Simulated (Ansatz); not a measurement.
A single point on C$_{2}$H$_{10}$Al$_{2}$Si (`C[CH2][AlH][AlH][SiH3]`).

```yaml
crystal:
  periodic: [false, false, false]
  atoms:
    - {symbol: C, position_ang: [-0.342747, -1.190911, 1.950541]}
    - {symbol: C, position_ang: [0.796953, -1.818689, 1.152056]}
    - {symbol: Al, position_ang: [0.964639, -1.259885, -0.727676]}
    - {symbol: Al, position_ang: [-0.683217, 0.454516, -1.763584]}
    - {symbol: Si, position_ang: [-0.402097, 2.890596, -1.494686]}
    - {symbol: H, position_ang: [-0.254805, -0.100857, 1.990678]}
    - {symbol: H, position_ang: [-0.374644, -1.546501, 2.985043]}
    - {symbol: H, position_ang: [-1.317527, -1.414473, 1.506250]}
    - {symbol: H, position_ang: [0.713294, -2.914248, 1.158848]}
    - {symbol: H, position_ang: [1.762532, -1.617636, 1.636147]}
    - {symbol: H, position_ang: [2.177981, -1.870472, -1.573445]}
    - {symbol: H, position_ang: [-1.991805, 0.016234, -2.571372]}
    - {symbol: H, position_ang: [-0.738709, 3.671539, -2.720618]}
    - {symbol: H, position_ang: [-1.312070, 3.370447, -0.409483]}
    - {symbol: H, position_ang: [0.980422, 3.279742, -1.089400]}
basis:
  gaussian: {orbitals: def2-QZVPP}
correlation: {method: mp2}
```

```sh
$ ansatz run in.yaml --threads 4 --pin off --events-out ev --progress --plain --max-ram 10444MiB
```

Shortened log:

```
Functional definition: HF
3633 factors; integrals over basis functions are off by at most 8.8e-4 eV
mean field evaluation 1: about -23243.9915 eV, gradient 3.7e1 eV
mean field evaluation 2: about -23244.1088 eV, gradient 3.7e1 eV
mean field evaluation 4: about -23248.6862 eV, gradient 4.1e0 eV
mean field evaluation 8: about -23248.7806 eV, gradient 1.9e-1 eV
mean field -23248.78090714 eV, -854.3769397479 hartree, gradient 7.4e-6 eV, S^2 0.000000; 0 other end points of the search recorded, 0 dependent functions left out
17 core orbitals not correlated: weight in the atoms' cores, before any rotation towards them, 1.000 or more for the frozen orbitals, at most 0.000 for the correlated occupied ones
reference -23248.78090714 eV, -854.3769397479 hartree; 14, 14 occupied and 593, 593 virtual orbitals, 3633 factors
second order -18.47984088 eV of doubles, -0.00000000 eV of singles
Total energy: -23267.26074803 eV, -855.0560613742 hartree
```

It took 23 s on 4 threads of an Intel Xeon 6975P-C on a shared host, with 5.1 GiB of host memory at the peak.
